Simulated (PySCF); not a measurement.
Si2H7NO

Si2H7NO is a small molecule, neutral, singlet. The structure, one conformer, was relaxed in the gas phase by PBE0-D3(BJ)/def2-SVP. No frequency run checks that it is a minimum.

SMILES: O[SiH2]N[SiH3]

```
atom   x (Å)   y (Å)   z (Å)
 Si1   1.207   0.162   0.708
  N2  -0.106  -0.746   0.029
 Si3  -1.686  -0.156  -0.412
  O4   1.876   1.262  -0.347
  H5   2.208  -0.859   1.146
  H6   0.741   1.005   1.838
  H7   0.094  -1.720  -0.184
  H8  -1.821   1.205   0.184
  H9  -2.760  -1.053   0.115
 H10  -1.879  -0.054  -1.894
 H11   2.218   0.911  -1.174
```

Shieldings: GIAO PBE0/pcSseg-2. Shifts are against computed references at the same level: H TMS (σ 31.24 ppm), Si TMS (σ 341.3 ppm). Core levels by delta-SCF with SCAN, pcX-2 on the ionised atom and pcseg-1 elsewhere, spin-free X2C (2p3/2 is the spin-free 2p value less a third of a first-order spin-orbit splitting); from the vacuum level, for chosen atoms.

(1) Give the shieldings and core levels atom by atom.

(2) Which of Si1, Si3 holds its core electrons tightest, and by how much against the loosest?

(3) By CAM-B3LYP/def2-SVPD (TDDFT singlets, Tamm-Dancoff triplets, ionisation by delta-SCF), where does absorption start, and what does vertical ionisation take?

## Answers

(1) 
| atoms | bonded to | σ (ppm) | δ (ppm) | core level (eV) |
| --- | --- | --- | --- | --- |
| Si1 | 1 N + 1 O + 2 H | 371.0 | -29.7 | 2p3/2 107.48 |
| N2 | 2 Si + 1 H | 227.5 | - | 1s 404.36 |
| Si3 | 1 N + 3 H | 394.4 | -53.1 | 2p3/2 107.17 |
| O4 | 1 Si + 1 H | 263.7 | - | 1s 538.46 |
| H5 | 1 Si | 26.26 | 4.99 | - |
| H6 | 1 Si | 26.47 | 4.77 | - |
| H7 | 1 N | 30.33 | 0.92 | - |
| H8 H9 H10 | 1 Si | 26.45 | 4.79 | - |
| H11 | 1 O | 30.11 | 1.14 | - |

Values are those of this one static structure, with the three H of a rotating XH3 group averaged; atoms that internal rotation interchanges would show their mean in an NMR spectrum.

(2) Si1 (bonded to 1 N + 1 O + 2 H), by 0.31 eV over Si3 (bonded to 1 N + 3 H).

(3) The lowest singlet lies at 6.52 eV (f 0.012), the strongest of the first 6 at 7.45 eV (f 0.064), the lowest triplet at 6.18 eV; vertical ionisation takes 9.90 eV.
